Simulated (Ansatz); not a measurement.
Computed with Ansatz on PBE0-D4/def2-TZVP structures; ΔE is electronic, products minus reactants. CCSD(T)/CBS adds triple-zeta CCSD(T) − MP2 to the extrapolated MP2 energy (def2 sets, frozen cores). This one scheme is used for every species. DFT in def2-TZVPP. B3LYP here is the variant with VWN-RPA as its local correlation; programs differ in this. Each species was taken in one conformer, which may not be the lowest.

`CN([SiH2]F)[SiH2]Cl` + H₂ → `CN([SiH3])[SiH2]Cl` + H–F  (hydrogenolysis of the Si–F bond)

```tsv
level	ΔE (kJ/mol)	difference from CCSD(T)/CBS
PBE-D4	124.3	-6.2
r2SCAN-D4	137.4	6.9
PBE0-D4	122.9	-7.6
B3LYP-D4	132.6	2.1
ωB97X-V	131.9	1.4
ωB97M-V	133.8	3.3
B2PLYP	133.5	3.0
PBE	123.4	-7.1
r2SCAN	137.1	6.6
PBE0	122.2	-8.3
B3LYP	131.3	0.8
HF/def2-TZVPP	130.5	0.0
MP2/def2-TZVPP	133.0	2.5
SCS-MP2/def2-TZVPP	132.5	2.0
CCSD/def2-TZVPP	127.4	-3.1
CCSD(T)/def2-TZVPP	128.6	-1.9
HF/def2-QZVPP	132.3	1.8
MP2/def2-QZVPP	134.7	4.2
SCS-MP2/def2-QZVPP	134.2	3.7
HF/CBS(def2)	132.6	2.1
MP2/CBS(def2)	134.8	4.3
CCSD/CBS(def2)	129.2	-1.3
CCSD(T)/CBS	130.5	0
```

Largest T1 diagnostic among the species: 0.011.
